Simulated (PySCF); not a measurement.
**Working out the ionisation energy of Sc**

Sc [Ar] 3d1 4s2 (2D) → Sc⁺ [Ar] 3d1 4s1 (3D). Calculation: PySCF 2.14, in jorge-DZP-DKH; the spin-free X2C one-electron Hamiltonian (Gaussian nucleus). Frozen: [Ar]. Energies in hartree (1 hartree = 27.21139 eV):

| part | Sc (lower) | Sc⁺ (upper) |
| --- | --- | --- |
| UHF | -763.263574 | -763.066414 |
| MP2 opposite-spin | -0.022540 | 0.000000 |
| MP2 same-spin | -0.002007 | -0.001917 |

**Question.** What does Hartree-Fock give?

**Answer.** (-763.066414) − (-763.263574) = 0.197160 hartree = 5.365 eV.

**Question.** What do MP2 and SCS-MP2 (6/5 opposite-spin, 1/3 same-spin) give?

**Answer.** The opposite-spin parts differ by 0.613 eV and the same-spin parts by 0.002 eV. MP2: 5.365 + (0.613) + (0.002) = 5.980 eV. SCS-MP2: 5.365 + 1.2 × (0.613) + (0.002)/3 = 6.101 eV.

Measured between the centres of the two terms (NIST): 6.562 eV, so MP2 (valence) is off by -0.582 eV.

A double-zeta basis recovers only part of the correlation energy.

What remains against the reference includes basis incompleteness, the frozen core and correlation beyond second order.
